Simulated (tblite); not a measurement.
Problem. Give a GFN2-xTB geometry of `[H]/N=C\c1cccc([S])c1` [radical]. (Doublet state.)

Solution. 
```xyz
15
C7H6NS angstrom
N     -3.0771   -0.1326   -0.4637
C     -2.0054   -0.7813   -0.3697
C     -0.6409   -0.2915   -0.1224
C     -0.3610    1.0680    0.0469
C      0.9369    1.4924    0.2770
C      1.9708    0.5809    0.3421
C      1.7095   -0.7847    0.1748
S      2.9890   -1.9344    0.2528
C      0.3985   -1.2096   -0.0577
H     -3.0038    0.8774   -0.3560
H     -2.0924   -1.8587   -0.4864
H     -1.1578    1.7962   -0.0005
H      1.1424    2.5447    0.4059
H      2.9843    0.9052    0.5212
H      0.2026   -2.2639   -0.1862
```

Any rigid rotation of these coordinates is as good. Atoms count from 1 in this order. C3 (carbon bonded to 3 C) is planar (angles 122.0°, 119.2° and 118.8°, sum 360.0°, 0.00 Å off the plane of its three neighbours). C6 (carbon bonded to 2 C and H) is planar (angles 120.9°, 119.9° and 119.2°, sum 360.0°, 0.00 Å off the plane of its three neighbours). N1 (nitrogen bonded to C and H) is bent (angle 116.3°). The 9 heavy atoms lie in one plane (0.000 Å rms).

Bonds between heavy atoms (Å): N1=C2 1.256, C2–C3 1.471, C3–C4 1.398, C4–C5 1.385, C5–C6 1.380, C6–C7 1.400, C7–S8 1.722, C7–C9 1.398, C3–C9 1.388.

The geometry is computed with GFN2-xTB (gas phase). This method treats the open shell by occupation alone, without spin polarisation.

Point group: Cs (every atom within 0.08 Å of its image). Its GFN2-xTB frequencies are all real (lowest 27 cm⁻¹). Torsions: N1–C2–C3–C4 0°. 3 starts were optimised and ended at 0.00, 0.00 and 0.06 kcal/mol (GFN2-xTB); the lowest of these is shown.

One conformer stands for the species.
